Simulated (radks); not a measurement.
Problem. Radial electron density D(r) = 4 pi r^2 rho(r) of an atom or ion with 5 electrons. All-electron calculation, scalar-relativistic Kohn-Sham, LDA (Slater exchange, Perdew-Wang correlation), spin-polarised, spherical densities, finite nucleus; Fermi nuclear charge, rms radius of each element as measured or else 0.836 A^(1/3) + 0.57 fm. Program: a radial shooting solver on a logarithmic mesh with Libxc functionals.

r (bohr),D(r) (e/bohr),spin D(r)
0.004309,0.2889,-0.000363
0.004819,0.3563,-0.000447
0.005348,0.4323,-0.000540
0.005981,0.5315,-0.000662
0.00669,0.6521,-0.000808
0.007483,0.7984,-0.000984
0.00837,0.9752,-0.00119
0.009287,1.171,-0.00142
0.01039,1.423,-0.00170
0.01162,1.722,-0.00203
0.013,2.077,-0.00239
0.01454,2.494,-0.00280
0.01613,2.944,-0.00319
0.01804,3.501,-0.00362
0.02018,4.140,-0.00401
0.02257,4.864,-0.00429
0.02504,5.613,-0.00436
0.02801,6.497,-0.00410
0.03133,7.453,-0.00326
0.03505,8.465,-0.00153
0.0392,9.506,0.00157
0.04349,10.47,0.00623
0.04865,11.46,0.0140
0.05441,12.36,0.0257
0.06086,13.10,0.0429
0.06808,13.63,0.0677
0.07554,13.87,0.0995
0.08449,13.83,0.146
0.0945,13.45,0.209
0.1057,12.72,0.292
0.1182,11.69,0.398
0.1312,10.52,0.521
0.1467,9.122,0.682
0.1641,7.705,0.873
0.1836,6.390,1.09
0.2053,5.281,1.32
0.2278,4.493,1.55
0.2548,3.914,1.78
0.285,3.568,1.97
0.3188,3.362,2.10
0.3566,3.178,2.14
0.3957,2.937,2.09
0.4426,2.548,1.93
0.495,2.038,1.69
0.5537,1.494,1.38
0.6193,1.053,1.05
0.6872,0.8511,0.768
0.7686,0.9224,0.512
0.8597,1.256,0.318
0.9616,1.705,0.183
1.067,2.048,0.0980
1.193,2.175,0.0392
1.335,1.990,0.00459
1.493,1.564,-0.0123
1.67,1.050,-0.0166
1.853,0.6248,-0.0140
2.073,0.3014,-0.00880
2.318,0.1203,-0.00434
2.593,0.03904,-0.00169
2.9,0.01012,-0.000512
3.218,0.002314,-0.000134
3.6,0.0003637,-0.0000242

What is the nuclear charge?

Solution. Z = 13. The innermost maximum, from 1s, lies near gamma/Z bohr with gamma = sqrt(1 - (Z/c)^2) = 0.995, here 0.0766 bohr (found: 0.0786), and its height grows with Z. The density is that of the aluminium ion Al8+ in [He] 2p1 3s2; the configuration itself is not fixed sharply by these data, and Z only to about a unit. D(r) has 2 maxima, at r = 0.0786, 1.18 bohr, and minima at 0.710 bohr, inside which lie 3.09 electrons.
